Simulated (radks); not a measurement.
Spherical quantum dot in the effective-mass picture: electrons in a well V = -V0 / (1 + exp((r - R)/a)) with V0 = 41.9, R = 1.58, a = 0.14, all in effective atomic units (hartree* = m*/eps^2 hartree, bohr* = eps/m* bohr), one dielectric constant everywhere. Method: non-relativistic Kohn-Sham, LDA (Slater exchange, Perdew-Wang correlation), spin-polarised, spherical densities; computed with a radial shooting solver with Libxc functionals. Levels are named by radial order and angular momentum (1s, 1p, 1d, 2s, ...), and open shells are averaged over m.

N = 22, configuration 1s2 1p6 1d10 2s2 1f(up 2, down 0). This is the lowest configuration that the search found. Occupied and some empty levels:

level,occupation,eigenvalue (hartree*),<r> (bohr*)
1s up,1,-19.731,0.9089
1s down,1,-19.679,0.9066
1p up,3,-18.192,1.006
1p down,3,-18.131,1.005
1d up,5,-15.944,1.078
1d down,5,-15.878,1.077
2s up,1,-13.577,0.7997
2s down,1,-13.544,0.8006
1f up,2,-13.124,1.137
1f down,0,-13.056,1.137
2p up,0,-10.165,0.9255
2p down,0,-10.127,0.9256
1g up,0,-9.8142,1.188
1g down,0,-9.7453,1.188
2d up,0,-6.4125,1.023
2d down,0,-6.3698,1.023

Energy (hartree*): total -567.029, kinetic 106.81, external -865.46, Hartree 212.89, exchange-correlation -21.263.
